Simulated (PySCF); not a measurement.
Se₃, singlet: structure and spectrum

Method: PySCF, PBE0, basis Se def2-TZVP (no relativity, density fitting).

The structure is a minimum.

* Point group: C2v
* Bond lengths: Se–Se 2.193 Å (×2)
* Bond angles: Se–Se–Se 115.8°
* Principal quadrupole moments (Buckingham, traceless) about the centre of mass: -0.72, -0.56, 1.28 D Å
* Atomisation energy without zero-point energy: 545 kJ/mol
* Highest occupied level: -7.08 eV
* Enthalpy at 298.15 K above 0 K: 13.55 kJ/mol
* Zero-point energy: 5.1 kJ/mol
* Principal polarisabilities: 46.1, 60.8, 144.9 bohr³
* Dipole moment: 0.72 D
* Rotational symmetry number: 2
* Lowest empty level: -4.50 eV
* Rotational constants: 0.2329, 0.03059, 0.02703 cm⁻¹
* Heat capacity Cp at 298.15 K: 54.3 J/(mol K)
* Entropy at 298.15 K and 1 bar: 312.6 J/(mol K)

Harmonic modes (masses in u: Se 79.917):
```json
{"symmetry": "a1", "ω (cm⁻¹)": "127", "IR (km/mol)": "0.3", "type": "bend"}
{"symmetry": "a1", "ω (cm⁻¹)": "340", "IR (km/mol)": "0.4", "type": "stretch"}
{"symmetry": "b2", "ω (cm⁻¹)": "385", "IR (km/mol)": "42.0", "type": "stretch"}
```

In C2v the vibrations span 2a1 + b2. Here b1 is antisymmetric to the molecular plane and b2 lies in it.

Charges (e):
| atom | Mulliken | Löwdin | polar tensor | Mayer order to Se1 |
| --- | --- | --- | --- | --- |
| Se1 | 0.25 | 0.13 | 0.58 | – |
| Se2,3 | -0.13 | -0.06 | -0.29 | 1.65 |
Other Mayer orders above 0.3: Se–Se 0.50.

Mulliken populations on Se1: s 7.88, p 15.56, d 10.28, f 0.02.

Only a few start shapes were tried, so a lower isomer may exist.

The final relaxation and frequency run took about 5 core-minutes on a shared host.
